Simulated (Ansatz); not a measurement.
# Nudged elastic band run: C3H5FO2S

input.yaml

```yaml
crystal:
  periodic: [false, false, false]
  atoms:
    - { symbol: C, position_ang: [-0.213146, -2.020723, -0.060894] }
    - { symbol: C, position_ang: [-0.019618, -0.577514, -0.398313] }
    - { symbol: O, position_ang: [0.437937, -0.140434, -1.421532] }
    - { symbol: O, position_ang: [-0.417717, 0.21705, 0.615373] }
    - { symbol: C, position_ang: [-0.313354, 1.600149, 0.408925] }
    - { symbol: F, position_ang: [-1.083188, 2.162626, 1.349479] }
    - { symbol: S, position_ang: [1.382904, 2.229128, 0.613442] }
    - { symbol: H, position_ang: [0.073085, -2.639371, -0.918304] }
    - { symbol: H, position_ang: [0.404395, -2.276361, 0.813222] }
    - { symbol: H, position_ang: [-1.260963, -2.206256, 0.216074] }
    - { symbol: H, position_ang: [-0.686313, 1.849499, -0.596707] }
    - { symbol: H, position_ang: [1.773078, 1.747009, -0.586666] }
basis:
  gaussian: { orbitals: def2-SVP }
hamiltonian:
  xc: pbe0
  dispersion: d4
neb:
  order_check: false
  images: 5
  f_tol: 0.03
  max_iterations: 60
  initial_path: idpp
  final_atoms:
    - { symbol: C, position_ang: [-0.21253347, -2.05686954, -0.04352618] }
    - { symbol: C, position_ang: [-0.29584344, -0.64289725, -0.52002937] }
    - { symbol: O, position_ang: [-0.55491731, -0.27848403, -1.63068458] }
    - { symbol: O, position_ang: [-0.02162384, 0.21414813, 0.50706924] }
    - { symbol: C, position_ang: [-0.1432698, 1.57969816, 0.26570071] }
    - { symbol: F, position_ang: [-1.27654078, 2.0126641, 0.85770662] }
    - { symbol: S, position_ang: [1.23315227, 2.4869338, 1.02755173] }
    - { symbol: H, position_ang: [-0.35498352, -2.74012739, -0.88779819] }
    - { symbol: H, position_ang: [0.75905443, -2.23344076, 0.44013951] }
    - { symbol: H, position_ang: [-0.98834004, -2.22895939, 0.71783105] }
    - { symbol: H, position_ang: [-0.20714056, 1.75972674, -0.81729919] }
    - { symbol: H, position_ang: [2.14008606, 2.07240944, 0.11743764] }
```

Command:

```bash
$ ansatz run input.yaml --threads 2 --pin off --max-ram 3072MiB --backend cpu --events-out ev --progress --plain --runs-dir out
```

Output, in part (warnings, iteration lines, the closing report on the highest movable image, with atoms numbered from 0):

```
NEB end point (image 0): max|allowed force component| = 1.086e-2 eV/Å (the criterion of neb.relax_end_points is 1.000e-2)
NEB end point (image 6): max|allowed force component| = 1.465e-2 eV/Å (the criterion of neb.relax_end_points is 1.000e-2)
NEB iter   1: max|band force component| = 4.575e-1 eV/Å  barrier→ = 0.0723 eV  barrier← = 0.0150 eV  CI = image 4  Δτ_max = 0.0413 Å  (194 SCF iters)
NEB iter   2: max|band force component| = 1.641e-1 eV/Å  barrier→ = 0.0575 eV  barrier← = 0.0002 eV  CI = image 5  Δτ_max = 0.0249 Å  (160 SCF iters)
NEB iter   3: max|band force component| = 1.593e-1 eV/Å  barrier→ = 0.0570 eV  barrier← = -0.0003 eV  CI = image 5  Δτ_max = 0.0245 Å  (152 SCF iters)
NEB iter   4: max|band force component| = 1.178e-1 eV/Å  barrier→ = 0.0570 eV  barrier← = -0.0003 eV  CI = image 5  Δτ_max = 0.0887 Å  (145 SCF iters)
NEB iter   5: max|band force component| = 2.151e-1 eV/Å  barrier→ = 0.0569 eV  barrier← = -0.0004 eV  CI = image 5  Δτ_max = 0.0152 Å  (149 SCF iters)
NEB iter   6: max|band force component| = 1.253e-1 eV/Å  barrier→ = 0.0569 eV  barrier← = -0.0004 eV  CI = image 5  Δτ_max = 0.0359 Å  (129 SCF iters)
NEB iter   7: max|band force component| = 4.380e-2 eV/Å  barrier→ = 0.0570 eV  barrier← = -0.0003 eV  CI = image 5  Δτ_max = 0.0444 Å  (145 SCF iters)
NEB iter   8: max|band force component| = 3.811e-2 eV/Å  barrier→ = 0.0570 eV  barrier← = -0.0003 eV  CI = image 5  Δτ_max = 0.0276 Å  (149 SCF iters)
NEB iter   9: max|band force component| = 1.482e-2 eV/Å  barrier→ = 0.0570 eV  barrier← = -0.0003 eV  CI = image 5  Δτ_max = 0.0000 Å  (293 SCF iters)
Total energy: -20813.80397115 eV, -764.8931878366 hartree
Atom 0 at    -0.317461    -2.037581    -0.146127 Å, force    -0.000197    -0.000171    -0.000903 eV/Å
Atom 1 at    -0.232736    -0.606276    -0.566920 Å, force     0.002623     0.003543     0.004406 eV/Å
Atom 2 at    -0.250559    -0.191012    -1.690072 Å, force     0.000164    -0.001695    -0.000717 eV/Å
Atom 3 at    -0.116065     0.197453     0.528763 Å, force    -0.003786    -0.002705    -0.002043 eV/Å
Atom 4 at    -0.113915     1.576453     0.333824 Å, force    -0.002107     0.002220     0.001055 eV/Å
Atom 5 at    -1.249043     2.070248     0.869007 Å, force     0.002860    -0.000251     0.000965 eV/Å
Atom 6 at     1.273337     2.353735     1.212544 Å, force     0.000004    -0.000638    -0.001694 eV/Å
Atom 7 at    -0.349695    -2.681823    -1.031192 Å, force     0.000188    -0.000328    -0.000123 eV/Å
Atom 8 at     0.544545    -2.291990     0.487008 Å, force    -0.000104     0.000079    -0.000257 eV/Å
Atom 9 at    -1.220678    -2.184900     0.464271 Å, force     0.000340    -0.000185    -0.000270 eV/Å
Atom 10 at    -0.086886     1.795694    -0.743273 Å, force    -0.000282     0.000079    -0.001208 eV/Å
Atom 11 at     2.196256     1.944801     0.316265 Å, force     0.000296     0.000050     0.000789 eV/Å
Dipole moment:     0.225160    -0.410966    -0.014255 e Å
```

It converged. The highest image is an end point: on this band no image between the ends rises above it.

Final band (atoms are numbered from 1 in the order of the input):

```tsv
image	path coordinate (Å)	energy (eV)	dihedral C2–O4–C5–S7 (°)
0	0.00	0.000	-79
1	0.38	0.002	-80
2	0.77	0.018	-90
3	1.15	0.041	-104
4	1.53	0.054	-117
5	1.92	0.057	-131
6	2.17	0.057	-138
```

Time of the run: 2.7 min on 2 threads of Arm Neoverse V2 (shared host), peak memory 0.34 GiB.
